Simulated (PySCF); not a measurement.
Pd (SMILES [Pd]), singlet (core potentials on Pd); PBE/def2-SVP run with PySCF.

PySCF was given this input:
```python
from pyscf import gto, scf, dft

mol = gto.M(
    atom='''
Pd    0.00000000    0.00000000    0.00000000
''',
    basis='def2-svp',
    ecp={'Pd': 'def2-svp'},
    verbose=4,
)

mf = dft.RKS(mol)
mf.xc = 'pbe'
mf.kernel()
```

What the program printed (banner, timings and long lists left out):

```
PySCF version 2.14.0

[INPUT] verbose = 4
[INPUT] num. atoms = 1
[INPUT] num. electrons = 18
[INPUT] charge = 0
[INPUT] spin (= nelec alpha-beta = 2S) = 0
[INPUT] symmetry False subgroup None
[INPUT] Mole.unit = angstrom
[INPUT] Symbol           X                Y                Z      unit          X                Y                Z       unit  Magmom
[INPUT]  1 Pd     0.000000000000   0.000000000000   0.000000000000 AA    0.000000000000   0.000000000000   0.000000000000 Bohr   0.0

nuclear repulsion = 0
number of shells = 11
number of NR pGTOs = 57
number of NR cGTOs = 31
basis = def2-svp
ecp = {'Pd': 'def2-svp'}

******** <class 'pyscf.dft.rks.RKS'> ********
method = RKS
initial guess = minao
damping factor = 0
level_shift factor = 0
DIIS = <class 'pyscf.scf.diis.CDIIS'>
diis_start_cycle = 1
diis_space = 8
diis_damp = 0
SCF conv_tol = 1e-09
SCF conv_tol_grad = None
SCF max_cycles = 50
direct_scf = True
direct_scf_tol = 1e-13
XC library pyscf.dft.libxc version 7.1.2
    S. Lehtola, C. Steigemann, M. J. T. Oliveira, and M. A. L. Marques,  SoftwareX 7, 1–5 (2018)
XC functionals = pbe
    J. P. Perdew, K. Burke, and M. Ernzerhof,  Phys. Rev. Lett. 77, 3865 (1996)
    J. P. Perdew, K. Burke, and M. Ernzerhof,  Phys. Rev. Lett. 78, 1396 (1997)
    J. P. Perdew, K. Burke, and M. Ernzerhof,  Phys. Rev. Lett. 77, 3865 (1996)
    J. P. Perdew, K. Burke, and M. Ernzerhof,  Phys. Rev. Lett. 78, 1396 (1997)
radial grids:
    Treutler-Ahlrichs [JCP 102, 346 (1995); DOI:10.1063/1.469408] (M4) radial grids

becke partition: Becke, JCP 88, 2547 (1988); DOI:10.1063/1.454033
pruning grids: <function nwchem_prune>
grids dens level: 3
symmetrized grids: False
atomic radii adjust function: <function treutler_atomic_radii_adjust>
small_rho_cutoff = 0
Set gradient conv threshold to 3.16228e-05
Initial guess from minao.
tot grids = 22176
init E= -117.147220964881
  HOMO = -1.00223898871172  LUMO = -0.606409009776133  gap/eV = 10.77108
cycle= 1 E= -127.142114337621  delta_E= -9.99  |g|= 1.42  |ddm|= 2.42
  HOMO = 0.218151592702996  LUMO = 0.235897459020036  gap/eV = 0.48289
cycle= 2 E= -112.330721454538  delta_E= 14.8  |g|= 4.39  |ddm|= 18.5
  HOMO = -0.377554378704105  LUMO = -0.261380808730337  gap/eV = 3.16124
cycle= 3 E= -127.782549291508  delta_E= -15.5  |g|= 0.453  |ddm|= 18.4

WARN: HOMO -0.0202948316584579 == LUMO -0.020294831658457

cycle= 4 E= -127.069556154164  delta_E= 0.713  |g|= 1.54  |ddm|= 2.58

WARN: HOMO -0.0814512227793766 == LUMO -0.0806477027108636

cycle= 5 E= -127.315563938673  delta_E= -0.246  |g|= 1.15  |ddm|= 2.32

WARN: HOMO -0.108128081020978 == LUMO -0.108025356461

cycle= 6 E= -127.656258745716  delta_E= -0.341  |g|= 0.701  |ddm|= 2.32
  HOMO = -0.120216646923044  LUMO = -0.112896208803027  gap/eV = 0.19920
cycle= 7 E= -127.844899631632  delta_E= -0.189  |g|= 0.0792  |ddm|= 1.97
  HOMO = -0.133475202508991  LUMO = -0.116614799235052  gap/eV = 0.45879
cycle= 8 E= -127.846990731232  delta_E= -0.00209  |g|= 0.019  |ddm|= 0.518
  HOMO = -0.134317946968548  LUMO = -0.116274394168131  gap/eV = 0.49099
cycle= 9 E= -127.847495863966  delta_E= -0.000505  |g|= 0.00527  |ddm|= 0.197
  HOMO = -0.133161946097444  LUMO = -0.115496249475977  gap/eV = 0.48071
cycle= 10 E= -127.847503073604  delta_E= -7.21e-06  |g|= 0.000958  |ddm|= 0.00921
  HOMO = -0.133165899214348  LUMO = -0.115506045230036  gap/eV = 0.48055
cycle= 11 E= -127.847503398439  delta_E= -3.25e-07  |g|= 0.000394  |ddm|= 0.00404
  HOMO = -0.13313887973021  LUMO = -0.115491364901258  gap/eV = 0.48021
cycle= 12 E= -127.847503432287  delta_E= -3.38e-08  |g|= 0.000176  |ddm|= 0.0012
  HOMO = -0.133112116477809  LUMO = -0.115479656494164  gap/eV = 0.47980
cycle= 13 E= -127.847503441566  delta_E= -9.28e-09  |g|= 4.61e-05  |ddm|= 0.000522
  HOMO = -0.133104204969225  LUMO = -0.115475727848377  gap/eV = 0.47970
cycle= 14 E= -127.84750344224  delta_E= -6.74e-10  |g|= 2.16e-06  |ddm|= 0.000146
  HOMO = -0.133104566915288  LUMO = -0.115475885074447  gap/eV = 0.47970
Extra cycle  E= -127.847503442238  delta_E= 1.95e-12  |g|= 2.86e-06  |ddm|= 4.68e-05
converged SCF energy = -127.847503442238
```
